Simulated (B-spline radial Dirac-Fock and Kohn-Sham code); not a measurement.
## Cu 2s: cross section and angular parameters

System: the free copper atom in the configuration 1s2 2s2 2p6 3s2 3p6 3d10 4s1; threshold 1096.7 eV (tabulated edge). Model: Dirac-Hartree-Slater photoionisation with a Latter tail; cross sections with all multipoles, angular parameters from the dipole term and its interference with E2. Program: an atomic code on a B-spline grid.

For linearly polarised light dσ/dΩ = σ/(4π) [1 + β P₂(cos θ) + (δ + γ cos²θ) sin θ cos φ], with θ from the polarisation vector and φ the angle between the beam and the projection of the electron momentum on the plane normal to the polarisation.

```
hν (eV)  σ (kb)      β       γ
   1760    57.7  1.999  -0.015
   2000    46.2  1.999  -0.061
   2600    28.4  1.999  -0.022
   2810    24.4  1.999   0.014
   3320    17.5  1.999   0.116
   3410    16.6  1.999   0.135
   4000    11.9  1.999   0.266
   4360    9.94  1.999   0.347
   5680    5.54  1.999   0.630
   5730    5.43  1.999   0.641
   6000    4.90  1.999   0.694
   8000    2.51  1.999   1.060
 9251.7    1.77  1.999   1.265
  11100    1.13  1.999   1.538
  11300       ?      ?       ?
  13100   0.745  1.998   1.803
```

Problem. Give the values at 11300 eV.

Solution. σ = 1.08 kb, β = 1.999, γ = 1.565. For an s subshell δ is negligible.

Values without a named source are computed, but for edge energies of neutral atoms, which are taken from tables.
